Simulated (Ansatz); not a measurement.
Basis-set extrapolation for `O[Si](O)O` radical (PBE0-D4/def2-TZVP geometry, frozen core, Ansatz). Multiplicity 2, UHF reference.

|  | def2-TZVPP | def2-QZVPP |
| --- | --- | --- |
| HF | -515.506353 | -515.527636 |
| MP2 correlation | -0.816877 | -0.885352 |
| CCSD(T) correlation | -0.856604 | not run |

Energies in hartree. Use E(X) = E(∞) + A·exp(−7.88·√X) for Hartree–Fock and E(X) = E(∞) + B·X^(−2.97) for correlation, with X = 3 and 4, and add CCSD(T) minus MP2 of the smaller set to the MP2 limit.

Q: What is the CCSD(T) energy at the basis-set limit?

A: HF limit: -515.527636 + (-0.021283) × 0.13774 = -515.53057. MP2 limit: -0.885352 + (-0.068475) × 0.74074 = -0.93607. Higher-order term: -0.856604 − (-0.816877) = -0.03973. Total: -516.50637 hartree, 376.5 kJ/mol below CCSD(T)/def2-TZVPP.
